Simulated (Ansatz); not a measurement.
Method: Ansatz (a first-principles code) with frozen-core CCSD(T)/cc-pVTZ // PBE0-D3(BJ)/def2-TZVP.

Ansatz 0.2 input:
```yaml
crystal:
  periodic: [false, false, false]
  atoms:
    - { symbol: C, position_ang: [2.250373, 0.13369, 0.206089] }
    - { symbol: C, position_ang: [1.205236, 0.348026, -0.355291] }
    - { symbol: S, position_ang: [-0.211063, 0.681253, -1.182939] }
    - { symbol: C, position_ang: [-1.415023, -0.158949, -0.129267] }
    - { symbol: H, position_ang: [3.173392, -0.054863, 0.700746] }
    - { symbol: H, position_ang: [-1.411746, 0.271864, 0.87054] }
    - { symbol: H, position_ang: [-2.386672, 0.005233, -0.596311] }
    - { symbol: H, position_ang: [-1.2045, -1.226254, -0.087258] }
basis:
  gaussian: { orbitals: cc-pVTZ }
correlation:
  method: ccsd_t
```

Output:

```
Functional definition: HF
1024 factors; integrals over basis functions are off by at most 1.1e-3 eV
mean field evaluation 1: about -13968.7233 eV, gradient 3.0e1 eV
mean field evaluation 2: about -13969.0590 eV, gradient 2.9e1 eV
mean field evaluation 4: about -13971.4807 eV, gradient 4.1e0 eV
mean field evaluation 8: about -13971.5435 eV, gradient 3.1e-1 eV
mean field evaluation 16: about -13968.7228 eV, gradient 3.0e1 eV
mean field -13971.54408166 eV, -513.4447747484 hartree, gradient 1.2e-6 eV, S^2 0.000000; 0 other end points of the search recorded, 0 dependent functions left out
8 core orbitals not correlated
reference -13971.54408166 eV, -513.4447747484 hartree; 11, 11 occupied and 161, 161 virtual orbitals, 1024 factors
second order -17.79683787 eV of doubles, -0.00000000 eV of singles
cycle   1  -18.02120882 eV  change   -2.2e-1 eV  update   1.0e-1
cycle   2  -18.53513428 eV  change   -5.1e-1 eV  update   3.1e-2
cycle   3  -18.64017216 eV  change   -1.1e-1 eV  update   1.4e-2
cycle   4  -18.63926449 eV  change    9.1e-4 eV  update   4.0e-3
cycle   5  -18.64133031 eV  change   -2.1e-3 eV  update   1.7e-3
cycle   6  -18.64168263 eV  change   -3.5e-4 eV  update   4.4e-4
cycle   7  -18.64167518 eV  change    7.4e-6 eV  update   1.5e-4
cycle   8  -18.64169491 eV  change   -2.0e-5 eV  update   5.5e-5
cycle   9  -18.64169307 eV  change    1.8e-6 eV  update   2.3e-5
perturbative correction -0.93721245 eV, -0.0344419224 hartree
Total energy: -13991.12298718 eV, -514.1642862552 hartree
```

Cost: roughly 40 core-seconds.
